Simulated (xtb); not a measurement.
C3H7O (SMILES C[C](C)O), doublet, from a rough starting geometry; GFN2-xTB in xtb.

Here is a job for xtb.
```
$ xtb mol.xyz --gfn 2 --uhf 1 --opt vtight --json

# file mol.xyz
11

O     -0.02826904     1.66426092    -0.02916422
C     -0.06000909     0.28984408     0.49868649
H      0.80090657     2.04491351     0.23699800
C     -1.33351132    -0.29010705    -0.01161492
C      1.21067963    -0.48105271    -0.00393293
H     -1.35169318    -0.32049902    -1.09310348
H      1.16136255    -0.51028157    -1.03790274
H     -2.21253842     0.27152950     0.35328035
H      2.10940045     0.01890178     0.30503130
H     -1.43720148    -1.27192114     0.44045148
H      1.13900755    -1.51835452     0.39872433
```

Problem. What does xtb print? Leave out banner, timings and long lists.

Solution. 
```
   ID    Z sym.   atoms
    1    8 O      1
    2    6 C      2, 4, 5
    3    1 H      3, 6-11

           -------------------------------------------------
          |                Calculation Setup                |
           -------------------------------------------------

           -------------------------------------------------
          |                 G F N 2 - x T B                 |
           -------------------------------------------------

          ...................................................
          :                      SETUP                      :
          :.................................................:
          :  # basis functions                  23          :
          :  # atomic orbitals                  23          :
          :  # shells                           15          :
          :  # electrons                        25          :
          :  max. iterations                   250          :
          :  Hamiltonian                  GFN2-xTB          :
          :  restarted?                      false          :
          :  GBSA solvation                  false          :
          :  PC potential                    false          :
          :  electronic temp.          300.0000000     K    :
          :  accuracy                    1.0000000          :
          :  -> integral cutoff          0.2500000E+02      :
          :  -> integral neglect         0.1000000E-07      :
          :  -> SCF convergence          0.1000000E-05 Eh   :
          :  -> wf. convergence          0.1000000E-03 e    :
          :  Broyden damping             0.4000000          :
          :  net charge                          0          :
          :  unpaired electrons                  1          :
          ...................................................

 iter      E             dE          RMSdq      gap      omega  full diag
   1    -14.1077841 -0.141078E+02  0.310E+00    8.65       0.0  T
   2    -14.1207046 -0.129205E-01  0.156E+00    8.88       1.0  T
   3    -14.1209781 -0.273525E-03  0.730E-01    8.76       1.0  T
   4    -14.1216627 -0.684578E-03  0.170E-01    8.82       1.0  T
   5    -14.1218043 -0.141569E-03  0.717E-02    8.81       1.0  T
   6    -14.1218082 -0.395004E-05  0.208E-02    8.81       1.4  T
   7    -14.1218084 -0.189001E-06  0.509E-03    8.82       5.9  T
   8    -14.1218085 -0.910677E-07  0.180E-03    8.81      16.8  T
   9    -14.1218085 -0.999768E-08  0.544E-04    8.81      55.4  T
  10    -14.1218085 -0.952301E-09  0.312E-04    8.82      96.6  T

   *** convergence criteria satisfied after 10 iterations ***

         :::::::::::::::::::::::::::::::::::::::::::::::::::::
         ::                     SUMMARY                     ::
         :::::::::::::::::::::::::::::::::::::::::::::::::::::
         :: total energy             -13.962172558943 Eh    ::
         :: gradient norm              0.122246573108 Eh/a0 ::
         :: HOMO-LUMO gap              8.815000810210 eV    ::
         ::.................................................::
         :: SCC energy               -14.121805652332 Eh    ::
         :: -> isotropic ES            0.024431787304 Eh    ::
         :: -> anisotropic ES          0.002583253074 Eh    ::
         :: -> anisotropic XC          0.004993585071 Eh    ::
         :: -> dispersion             -0.004418831902 Eh    ::
         :: repulsion energy           0.159633093389 Eh    ::
         :: add. restraining           0.000000000000 Eh    ::
         :: total charge               0.000000000000 e     ::
         :::::::::::::::::::::::::::::::::::::::::::::::::::::

      -----------------------------------------------------------
     |                   =====================                   |
     |                        A N C O P T                        |
     |                   =====================                   |
     |               Approximate Normal Coordinate               |
[...]
 * total energy  :   -13.9827384 Eh     change       -0.1600973E-04 Eh
 * total energy  :   -13.9827540 Eh     change       -0.1565677E-04 Eh
 * total energy  :   -13.9827742 Eh     change       -0.2018927E-04 Eh
 * total energy  :   -13.9827886 Eh     change       -0.1439916E-04 Eh
 * total energy  :   -13.9827931 Eh     change       -0.4464095E-05 Eh
 * total energy  :   -13.9827953 Eh     change       -0.2243624E-05 Eh
 * total energy  :   -13.9827971 Eh     change       -0.1755433E-05 Eh
 * total energy  :   -13.9828024 Eh     change       -0.5298874E-05 Eh
 * total energy  :   -13.9828052 Eh     change       -0.2836644E-05 Eh
 * total energy  :   -13.9828057 Eh     change       -0.5027625E-06 Eh
 * total energy  :   -13.9828059 Eh     change       -0.1435124E-06 Eh
 * total energy  :   -13.9828060 Eh     change       -0.8411377E-07 Eh
   *** GEOMETRY OPTIMIZATION CONVERGED AFTER 20 ITERATIONS ***
         :: total energy             -13.982805951777 Eh    ::
[...]
        10        2.0000           -0.4607617             -12.5380
        11        2.0000           -0.4574296             -12.4473
        12        2.0000           -0.4399050             -11.9704
        13        1.0000           -0.2648472              -7.2069 (HOMO)
        14                          0.0655503               1.7837 (LUMO)
        15                          0.1240092               3.3745
        16                          0.1433118               3.8997
        17                          0.1738900               4.7318
        18                          0.1855845               5.0500
        19                          0.2089522               5.6859
        20                          0.2138092               5.8180
        21                          0.2306368               6.2759
        22                          0.3047038               8.2914
        23                          0.3485037               9.4833
      -------------------------------------------------------------
                  HL-Gap            0.3303975 Eh            8.9906 eV
             Fermi-level           -0.2260123 Eh           -6.1501 eV

     #   Z          covCN         q      C6AA      α(0)
     1   8 O        1.658    -0.396    20.767     6.152
     2   6 C        2.807     0.062    26.597     8.449
     3   1 H        0.805     0.292     0.745     1.356
     4   6 C        3.752    -0.108    22.622     6.783
     5   6 C        3.751    -0.113    22.722     6.798
     6   1 H        0.924     0.044     2.395     2.420
     7   1 H        0.923     0.039     2.457     2.451
     8   1 H        0.925     0.058     2.226     2.333
     9   1 H        0.924     0.035     2.521     2.483
    10   1 H        0.925     0.042     2.424     2.435
    11   1 H        0.925     0.045     2.388     2.417

 Mol. C6AA /au·bohr⁶  :        859.745233
 Mol. C8AA /au·bohr⁸  :      18067.577577
 Mol. α(0) /au        :         44.076804

Wiberg/Mayer (AO) data.
largest (>0.10) Wiberg bond orders for each atom

 ---------------------------------------------------------------------------
     #   Z sym  total        # sym  WBO       # sym  WBO       # sym  WBO
 ---------------------------------------------------------------------------
     1   8 O    2.123 --     2 C    1.155     3 H    0.895
     2   6 C    3.340 --     1 O    1.155     4 C    1.050     5 C    1.047
     3   1 H    0.915 --     1 O    0.895
     4   6 C    3.996 --     2 C    1.050     8 H    0.981    10 H    0.976
                             6 H    0.952
     5   6 C    3.996 --     2 C    1.047    11 H    0.981     9 H    0.977
                             7 H    0.953
     6   1 H    0.996 --     4 C    0.952
     7   1 H    0.997 --     5 C    0.953
     8   1 H    0.997 --     4 C    0.981
     9   1 H    0.999 --     5 C    0.977
    10   1 H    0.998 --     4 C    0.976
    11   1 H    0.998 --     5 C    0.981
 ---------------------------------------------------------------------------

Topologies differ in total number of bonds
Writing topology from bond orders to xtbtopo.mol

molecular dipole:
                 x           y           z       tot (Debye)
 q only:        0.383      -0.226      -0.012
   full:        0.621      -0.250      -0.117       1.729
molecular quadrupole (traceless):
                xx          xy          yy          xz          yz          zz
 q only:        1.547       2.761      -0.590       0.245       0.086      -0.957
  q+dip:        2.124       3.826      -1.234       0.384       0.129      -0.891
   full:        2.087       3.924      -1.032       0.404       0.097      -1.055

optimized geometry written to: xtbopt.xyz

           -------------------------------------------------
          | TOTAL ENERGY              -13.982805951777 Eh   |
          | GRADIENT NORM               0.000144714751 Eh/α |
          | HOMO-LUMO GAP               8.990572439068 eV   |
           -------------------------------------------------
```
